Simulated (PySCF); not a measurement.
These 2 structures share the formula C4H7BF2. The calculation used PySCF 2.14.0, PBE0-D3(BJ)/def2-SVP geometry optimisation, gas phase. One conformer each; no zero-point energy, no entropy. No frequencies were run at this level. Point groups hold within 0.08 Å.

Task: Rank from lowest to highest electronic energy at this level (kJ/mol).
A. `[F:1][B:2]([F:3])[CH2:4][CH:5]1[CH2:6][CH2:7]1` with F1–B2–C4–C5 -24°, B2–C4–C5–C6 -158°
B. `[CH2:1]=[C:2]([CH3:3])[CH2:4][B:5]([F:6])[F:7]` with C1–C2–C4–B5 -97°, C2–C4–B5–F6 -69°

Result: B (0.0), A (16.9).

As drawn, the lower has a C=C bond outside aromatic rings, which the higher lacks; the higher has a three-membered ring, which the lower lacks.

```json
{"SMILES": "C=C(C)CB(F)F", "E (Eh)": "-380.59880", "E rel (kJ/mol)": "0.0", "dipole (D)": "1.46", "point group": "C1", "A, B, C (MHz)": "4010, 1803, 1433"}
{"SMILES": "FB(F)CC1CC1", "E (Eh)": "-380.59236", "E rel (kJ/mol)": "16.9", "dipole (D)": "1.51", "point group": "C1", "A, B, C (MHz)": "5883, 1369, 1254"}
```

Task: How do the relative energies change in single points at KT3/pcSseg-2 (no added dispersion term) on the same geometries?

Result: 
| SMILES | PBE0-D3(BJ)/def2-SVP (kJ/mol) | KT3/pcSseg-2 (kJ/mol) | shift |
| --- | --- | --- | --- |
| C=C(C)CB(F)F | 0.0 | 0.0 | 0.0 |
| FB(F)CC1CC1 | 16.9 | 24.0 | +7.1 |

Each column counts from its own lowest isomer. The order is unchanged; the largest shift is 7.1 kJ/mol.

Task: As an exercise, what shares would exp(−E/RT) give at 1000 K from these electronic energies alone (no entropy, no degeneracies)?

Result: RT = 8.314 kJ/mol: C=C(C)CB(F)F 88.4 %, FB(F)CC1CC1 11.6 %.
